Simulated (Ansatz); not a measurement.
Reactions of CH8B2SSi, SMILES `CB([SiH3])BS`.

Gas-phase electronic energies from Ansatz, PBE0-D4/def2-TZVP geometries. CCSD(T)/CBS is the MP2 limit (def2-TZVPP, def2-QZVPP) plus CCSD(T) − MP2 in def2-TZVPP, frozen cores. This one scheme is used for every species. Functionals use def2-TZVPP. B3LYP here is the variant with VWN-RPA as its local correlation; programs differ in this. One conformer a species, not always the lowest.

```
                                              reaction  ωB97X-V (eV)  r2SCAN-D4 (eV)  B3LYP-D4 (eV)  PBE-D4 (eV)  CCSD(T)/CBS(def2) (eV)
       `CB([SiH3])BS` + CH₃NH₂ → `CNB(C)[SiH3]` + `BS`         -1.55           -1.51          -1.56        -1.48                   -1.57
                         `CB([SiH3])BS` → `BSCB[SiH3]`          0.53            0.63           0.56         0.62                    0.52
`CB([SiH3])BS` + fluoromethane → `CB([SiH3])CF` + `BS`         -0.11           -0.05          -0.06         0.00                   -0.07
           `CB([SiH3])BS` + CH₄ → `CBB(C)[SiH3]` + H₂S          1.02            1.07           1.05         1.06                    1.05
```

Largest T1 diagnostic: 0.015, for `BS`.
